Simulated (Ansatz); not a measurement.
Computed with Ansatz on PBE0-D4/def2-TZVP structures; ΔE is electronic, products minus reactants. CCSD(T)/CBS adds triple-zeta CCSD(T) − MP2 to the extrapolated MP2 energy (def2 sets, frozen cores). This one scheme is used for every species. DFT in def2-TZVPP. B3LYP here is the variant with VWN-RPA as its local correlation; programs differ in this. HSE06 is defined as in plane-wave codes. Elements past krypton have def2 core potentials. For In outer-core shells are correlated without core-valence functions, which leaves a few kJ/mol of doubt a bond. Each species was taken in one conformer, which may not be the lowest.

Reaction (ligand exchange at the In–Cl bond): `[SiH3][O][In]([Cl])[Cl]` + NH₃ → `[NH2][In]([Cl])[O][SiH3]` + HCl

(1) Is it downhill or uphill in electronic energy at CCSD(T)/CBS, and by how much? (An estimate is asked.)

(2) What do these levels give: LDA (SPW92), B97M-V, B3LYP-D4, HSE06-D4, r2SCANh, BHLYP, HF/def2-SVP, MP2/def2-SVP, CCSD(T)/def2-SVP, SCS-MP2/def2-TZVPP, CCSD/def2-TZVPP, SCS-MP2/def2-QZVPP? (Estimate.)

Largest T1 diagnostic among the species: 0.014.

Results:

(1) Ansatz gave: Uphill: ΔE = +92.7 kJ/mol.

(2) Ansatz gave: LDA (SPW92) 85.0, B97M-V 102.9, B3LYP-D4 96.0, HSE06-D4 97.9, r2SCANh 98.9, BHLYP 103.2, HF/def2-SVP 120.0, MP2/def2-SVP 98.5, CCSD(T)/def2-SVP 98.4, SCS-MP2/def2-TZVPP 90.7, CCSD/def2-TZVPP 92.1, SCS-MP2/def2-QZVPP 92.5 kJ/mol.

Leaving LDA and LC-ωPBE aside and taking each functional with its dispersion term where it has one, the values, not all of them listed here, spread over 12.4 kJ/mol, from BLYP-D4 to BHLYP-D4. LDA lies −7.5 kJ/mol from PBE without D4. From BLYP to BHLYP (50 % exact exchange), in def2-TZVPP and without D4, ΔE moves by +10.6 kJ/mol.
